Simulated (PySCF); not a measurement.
Results of a calculation; reference values are marked as such.
# C2H9FNSi2

The system: C2H9FNSi2, a small molecule (built as: C site whose three back bonds go to SiH3, NHSiH3, F; end group CH2); neutral, doublet. The structure, one conformer, was relaxed in the gas phase by PBE0-D3(BJ)/def2-SVP. No frequency run checks that it is a minimum.

SMILES: [CH2]C(F)([SiH3])N[SiH3]

```xyz
15

C    -0.427    0.294   -0.299
Si   -2.180   -0.415    0.118
N     0.544   -0.734   -0.268
Si    2.270   -0.429   -0.152
F    -0.574    0.833   -1.597
C    -0.121    1.396    0.631
H    -3.216    0.636   -0.088
H    -2.436   -1.569   -0.801
H    -2.203   -0.893    1.531
H     0.262   -1.585   -0.744
H     2.652   -0.022    1.233
H     2.915   -1.736   -0.476
H     2.757    0.620   -1.097
H    -0.415    2.412    0.361
H     0.175    1.171    1.657
```
(Å; atoms numbered from 1)

EPR values by unrestricted B3LYP, IGLO-III on C F N Si, pcH-1 on H.

Predict g and the largest hyperfine couplings. Where does the spin sit?

g = 2.0018, 2.0028, 2.0030. The spin sits on C6 (102 %, bonded to 1 C + 2 H) by Mulliken populations.
| atom | isotope | isotropic (MHz) | dipolar, principal values (MHz) |
| --- | --- | --- | --- |
| C6 | 13C | 81.7 | -73.6, -72.8, 146.5 |
| F5 | 19F | 91.6 | -26.4, -23.2, 49.6 |
| Si2 | 29Si | -110.4 | -17.4, 7.4, 10.0 |
| H15 | 1H | -58.8 | -35.4, -0.3, 35.8 |
| H14 | 1H | -58.0 | -35.3, -0.5, 35.8 |
| H8 | 1H | 52.7 | -2.0, -0.7, 2.7 |

How do the isotropic couplings move with BHandHLYP?

C6 81.7 to 110.1 MHz, F5 91.6 to 84.5 MHz, Si2 -110.4 to -103.2 MHz, H15 -58.8 to -71.2 MHz.

The 2 runs behind this took 2.6 min in all, one thread each of AMD EPYC 7R43 64-Core on a shared host, launched as `OMP_NUM_THREADS=1 python cluster_run.py task.json out`.
